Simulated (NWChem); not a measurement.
System meant: CH$_{7}$InN$_{2}$; SMILES [CH3][In]([NH2])[NH2]

The following NWChem deck was run.

```
start job
memory heap 200 mb stack 900 mb global 1100 mb
geometry units angstroms noautoz
  In     0.000646    -0.028084    -0.021097
  C      0.000119    -2.177176     0.097547
  H     -0.933314    -2.588038    -0.311324
  H      0.086182    -2.482909     1.150781
  H      0.851091    -2.595567    -0.457805
  N     -1.695939     1.091801     0.075646
  H     -2.584639     0.688137    -0.201534
  H     -1.673899     2.070414    -0.192530
  N      1.696577     1.093064     0.075729
  H      1.672951     2.070848    -0.195430
  H      2.585373     0.689880    -0.201897
end
basis spherical
  In library def2-svp
  C library def2-svp
  H library def2-svp
  N library def2-svp
end
dft
  xc pbe0
  iterations 150
  mulliken
end
task dft energy
```

End of the output:

```
             Grid Information
             ----------------
          Grid used for XC integration:  medium
          Radial quadrature: Mura-Knowles
          Angular quadrature: Lebedev.
          Tag              B.-S. Rad. Rad. Pts. Rad. Cut. Ang. Pts.
          ---              ---------- --------- --------- ---------
          In                  1.55      123           9.0       590
          C                   0.70       49          12.0       434
          H                   0.35       45          13.0       434
          N                   0.65       49          11.0       434
          Grid pruning is: on
          Number of quadrature shells:   585
          Spatial weights used:  Erf1

          Convergence Information
          -----------------------
          Convergence aids based upon iterative change in
          total energy or number of iterations.
          Levelshifting, if invoked, occurs when the
          HOMO/LUMO gap drops below (HL_TOL):  1.00D-02
          DIIS, if invoked, will attempt to extrapolate
          using up to (NFOCK): 10 stored Fock matrices.

                    Damping( 0%)  Levelshifting(0.5)       DIIS
                  --------------- ------------------- ---------------
          dE  on:    start            ASAP                start
          dE off:    2 iters        150 iters           150 iters

      Screening Tolerance Information
      -------------------------------
          Density screening/tol_rho:  1.00D-10
          AO Gaussian exp screening on grid/accAOfunc:  14
          CD Gaussian exp screening on grid/accCDfunc:  20
          XC Gaussian exp screening on grid/accXCfunc:  20
          Schwarz screening/accCoul:  1.00D-08

      Superposition of Atomic Density Guess
      -------------------------------------

      charge =      49.0 In (Indium)

      symmetry species            s     p     d     f
      number of basis functions =10     7     6
      number of cont. functions = 4     4     2
      number of closed shells   = 5     3     2
      number of open shells     = 0     1     0
      open shell occupation     = 0     1     0
 ------------------------------------------------------------------------
 atomscf:atomd: error in atom scf                   0
 ------------------------------------------------------------------------
 ------------------------------------------------------------------------
  current input line :
    27: task dft energy
 ------------------------------------------------------------------------
 ------------------------------------------------------------------------
 This error has not yet been assigned to a category
 ------------------------------------------------------------------------
 For more information see the NWChem manual at https://nwchemgit.github.io

0:atomscf:atomd: error in atom scf:Received an Error in Communication
```

**Question.** Can this run be used? If not, why, and what is the fix?

**Answer.** The run crashed. Cause: the def2 basis of a heavy element holds valence functions alone and wants its effective core potential (without it all electrons must fit into that basis). This input runs:
```
start job
memory heap 200 mb stack 900 mb global 1100 mb
geometry units angstroms noautoz
  In     0.000646    -0.028084    -0.021097
  C      0.000119    -2.177176     0.097547
  H     -0.933314    -2.588038    -0.311324
  H      0.086182    -2.482909     1.150781
  H      0.851091    -2.595567    -0.457805
  N     -1.695939     1.091801     0.075646
  H     -2.584639     0.688137    -0.201534
  H     -1.673899     2.070414    -0.192530
  N      1.696577     1.093064     0.075729
  H      1.672951     2.070848    -0.195430
  H      2.585373     0.689880    -0.201897
end
basis spherical
  * library def2-svp
end
ecp
  In library def2-ecp
end
dft
  xc pbe0
  iterations 150
  mulliken
end
task dft energy
```
It converges to -341.65638 Ha (PBE0/def2-SVP with def2 effective core potentials on In).
